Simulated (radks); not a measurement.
Species: the rhenium ion Re2+. Configuration: [Xe] 4f14 5d5. Method: scalar-relativistic Kohn-Sham, r2SCAN, spin-polarised, spherical densities, finite nucleus; open shells are filled with parallel spins first (spin-orbit coupling, left out, can overturn this in heavy ions); meta-GGA in the generalised Kohn-Sham scheme; Fermi nuclear charge, rms radius 5.3698 fm; computed with a radial shooting solver on a logarithmic mesh with Libxc functionals.

Unscreened Slater integrals over Kohn-Sham orbitals (cm^-1). They are taken over the spin-up orbitals.

integral,value
"F0(5d,5d)",113380
"F2(5d,5d)",58774
"F4(5d,5d)",38712
"F0(5d,4f)",146930
"F2(5d,4f)",33208
"F4(5d,4f)",15420
"G1(5d,4f)",12273
"G3(5d,4f)",10810
"G5(5d,4f)",8452.4
"F0(5d,5p)",131060
"F2(5d,5p)",63500
"G1(5d,5p)",75222
"G3(5d,5p)",46326
"F0(5d,5s)",136290
"G2(5d,5s)",47728
"F0(4f,4f)",347130
"F2(4f,4f)",168670
"F4(4f,4f)",106610
"F6(4f,4f)",76929
"F0(4f,5p)",199380
"F2(4f,5p)",62755
"G2(4f,5p)",26874
"G4(4f,5p)",21806
"F0(4f,5s)",225220
"G3(4f,5s)",34220
"F0(5p,5p)",162490
"F2(5p,5p)",87573
"F0(5p,5s)",173870
"G1(5p,5s)",115900
"F0(5s,5s)",188780

Derived for the open shells (J is the average intra-shell exchange parameter used in DFT+U). 5d: Racah B = F2/49 - 5 F4/441 = 760.6 cm^-1, C = 35 F4/441 = 3072 cm^-1, C/B = 4.04, F4/F2 = 0.659, J = (F2 + F4)/14 = 6963 cm^-1.
